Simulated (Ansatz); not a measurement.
Species: sum formula SnOH3, net charge -1, singlet state. It need not be the lowest isomer of its formula. Whether it binds its extra electron was not tested at this geometry. 
Geometry from a B3LYP-D3(BJ)/def2-TZVP (Ansatz, a first-principles code) optimisation:
```
Sn
O 1 2.1101
H 2 0.9614 1 104.07
H 1 1.8172 2 95.63 3 -134.14
H 1 1.8172 4 91.15 2 95.77
```
Charge -1, spin multiplicity 1.

Basis-set convergence of Hartree-Fock and MP2 correlation energies (hartree) with Ansatz. Valence correlation only, unless marked. No spin-orbit coupling. The frozen core is the preceding noble-gas configuration, with the filled d and f shells of earlier blocks. In def2 rows, elements after Kr have scalar-relativistic effective core potentials. This anion needs diffuse functions, which these sets lack.

```csv
basis,functions,E(HF),"E(corr, MP2)"
def2-SVP,55,-289.88725,-0.28681
def2-TZVPP,123,-290.00312,-0.37210
def2-QZVPP,229,…,…
```

Problem. Complete the blanks.

Solution. 
- def2-QZVPP, E(HF): -290.01106
- def2-QZVPP, E(corr, MP2): -0.40325
